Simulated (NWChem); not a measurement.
**Lowest excitation of H5NSi**

```xyz
7

Si     0.5772     0.0418     0.0000
N     -1.1512    -0.1467     0.0000
H      1.1112    -0.6215    -1.2248
H      1.1112    -0.6215     1.2248
H      1.0995     1.4498     0.0000
H     -1.6724     0.1174    -0.8318
H     -1.6724     0.1174     0.8318
```
Charge 0, spin multiplicity 1.

All runs are NWChem calculations. The geometry was optimised at B3LYP/def2-SVP, a minimum by its harmonic frequencies.

Basis set: aug-cc-pVDZ.

The correlated methods keep 6 core orbitals frozen. B3LYP has NWChem's definition, with VWN1-RPA local correlation. The structure started from a generated list of species. No row is a measurement; the coupled-cluster row has its own basis-set and correlation limits.

Problem. For the lowest vertical singlet excitation energy, TDA-CAM-B3LYP gives 5.86 eV and TD-PBE gives 5.15 eV. What do TD-B3LYP, CIS, EOM-CCSD give?

Solution. TD-B3LYP: 5.56 eV; CIS: 6.96 eV; EOM-CCSD: 5.96 eV.
